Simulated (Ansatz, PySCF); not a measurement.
This Ansatz (a quantum-chemistry and plane-wave program) input computes a PBE0/def2-TZVPD energy:

Ansatz 0.2 input:
```yaml
crystal:
  periodic: [false, false, false]
  atoms:
    - {symbol: Ca, position_ang: [0.26457990, 0.20873362, 0.32761240]}
    - {symbol: Cl, position_ang: [1.57993568, 0.28694978, -1.85541736]}
    - {symbol: Cl, position_ang: [-1.89120615, -0.53251874, 1.46999101]}
basis:
  gaussian:
    orbitals: def2-TZVPD
hamiltonian:
  xc: {name: PBE0}
total_charge: 1
magnetization: {spin_polarized: true, initial_magnetization: 1}
output: {forces: true}
```

Problem. Write an input for the same energy in PySCF and say what it gives.

Solution. 
```python
from pyscf import gto, scf, dft

mol = gto.M(
    atom='''
    Ca    0.26457990    0.20873362    0.32761240
    Cl    1.57993568    0.28694978   -1.85541736
    Cl   -1.89120615   -0.53251874    1.46999101
    ''',
    basis='def2-tzvpd',
    charge=1,
    spin=1,
    verbose=4,
)

mf = dft.UKS(mol, xc='pbe0').density_fit(auxbasis='def2-universal-jkfit')
mf.grids.level = 3
mf.conv_tol = 1e-9
mf.max_cycle = 100
mf.max_memory = 1500
mf.kernel()
if not mf.converged:
    mf = mf.newton()
    mf.kernel(mf.make_rdm1())
for _ in range(2):
    mo, _, stable, _ = mf.stability(return_status=True)
    if stable:
        break
    mf.kernel(mf.make_rdm1(mo, mf.mo_occ))
mf.analyze()
```
It gives -1597.33582 Eh, and Ansatz -1597.33577 Eh, a difference of 0.05 mEh, from the treatment of integrals and grids.
